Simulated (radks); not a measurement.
Values are calculated unless marked as measured or tabulated.
All-electron atom: the indium ion In+ in [Kr] 4d10 5s2 (the NIST ground configuration).

Level of theory: non-relativistic Kohn-Sham, r2SCAN, spin-polarised, spherical densities, point nucleus; meta-GGA in the generalised Kohn-Sham scheme; relativity is left out, which matters for an element this heavy (a radial shooting solver on a logarithmic mesh with Libxc functionals).

Energy parts (eV):
part                       energy
total                 -156258.923
kinetic                156197.030
electron-nucleus      -371385.569
Hartree                 63175.763
exchange-correlation    -4246.147

Orbitals (lengths in bohr, moments of r in powers of bohr):
\begin{tabular}{lrrr}
orbital & occ. & eigenvalue (eV) & <r^2> \\ \hline
1s & 2 & -26854.28 & 0.001291 \\
2s & 2 & -3953.608 & 0.02119 \\
2p & 6 & -3689.420 & 0.01599 \\
3s & 2 & -759.1744 & 0.1486 \\
3p & 6 & -650.5535 & 0.1439 \\
3d & 10 & -450.2492 & 0.1248 \\
4s & 2 & -121.6036 & 0.8769 \\
4p & 6 & -85.9362 & 1.003 \\
4d & 10 & -27.8387 & 1.621 \\
5s & 2 & -14.4093 & 7.553 \\
\end{tabular}

The highest occupied level is 5s at -14.409 eV. Virial ratio -V/T = 2.00040. Summed over all electrons, <r^2> = 41.63 bohr^2, which gives a Langevin (diamagnetic) susceptibility term of -33 x 10^-6 cm^3/mol. The electron density at the nucleus is 8.27e+04 e/bohr^3.
